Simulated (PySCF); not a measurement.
C2H9FOSi2, SMILES OC[Si@H](F)C[SiH3]. Atoms are numbered in the order given.

```xyz
15

O     -2.6384    -0.5603    -0.9935
C     -1.4506     0.2107    -0.8510
Si    -0.2251    -0.6766     0.2762
F     -1.1488    -1.1024     1.5695
C      1.1810     0.4116     0.8452
Si     2.2432     1.1523    -0.5330
H     -2.9611    -0.7638    -0.1045
H     -1.0236     0.3462    -1.8596
H     -1.6538     1.2359    -0.4721
H      0.2683    -1.9435    -0.3246
H      0.7621     1.2421     1.4410
H      1.8370    -0.1679     1.5183
H      2.8120     0.0679    -1.3855
H      1.4073     2.0377    -1.3962
H      3.3627     1.9551     0.0370
```

Geometry: B3LYP-D3(BJ)/def2-SVP. The structure was generated by enumeration; whether it is a known compound was not checked. One conformer was computed; it need not be the lowest.

Level of theory: PySCF with PBE0/pcSseg-1.

GIAO shieldings, no solvent; atoms listed in one row are averaged. δ = σ(ref) − σ: ¹⁷O against H2O (σ = 334.2 ppm); ¹³C against TMS (σ = 186.3 ppm); ²⁹Si against TMS (σ = 352.7 ppm); ¹⁹F against CFCl3 (σ = 167.2 ppm); ¹H against TMS (σ = 31.56 ppm), references at their B3LYP-D3(BJ)/def2-TZVP geometries, non-relativistic.

```json
[
 {"nucleus": "¹⁷O", "atoms": "O1", "count": "1", "δ (ppm)": "-6.8"},
 {"nucleus": "¹³C", "atoms": "C2", "count": "1", "δ (ppm)": "57.3"},
 {"nucleus": "¹³C", "atoms": "C5", "count": "1", "δ (ppm)": "-5.2"},
 {"nucleus": "²⁹Si", "atoms": "Si3", "count": "1", "δ (ppm)": "22.7"},
 {"nucleus": "²⁹Si", "atoms": "Si6", "count": "1", "δ (ppm)": "-74.9"},
 {"nucleus": "¹⁹F", "atoms": "F4", "count": "1", "δ (ppm)": "-214.5"},
 {"nucleus": "¹H", "atoms": "H10", "count": "1", "δ (ppm)": "5.34"},
 {"nucleus": "¹H", "atoms": "H13, H14, H15", "count": "3", "δ (ppm)": "4.09"},
 {"nucleus": "¹H", "atoms": "H9", "count": "1", "δ (ppm)": "3.84"},
 {"nucleus": "¹H", "atoms": "H8", "count": "1", "δ (ppm)": "3.65"},
 {"nucleus": "¹H", "atoms": "H7", "count": "1", "δ (ppm)": "0.63"},
 {"nucleus": "¹H", "atoms": "H12", "count": "1", "δ (ppm)": "0.61"},
 {"nucleus": "¹H", "atoms": "H11", "count": "1", "δ (ppm)": "0.36"}
]
```
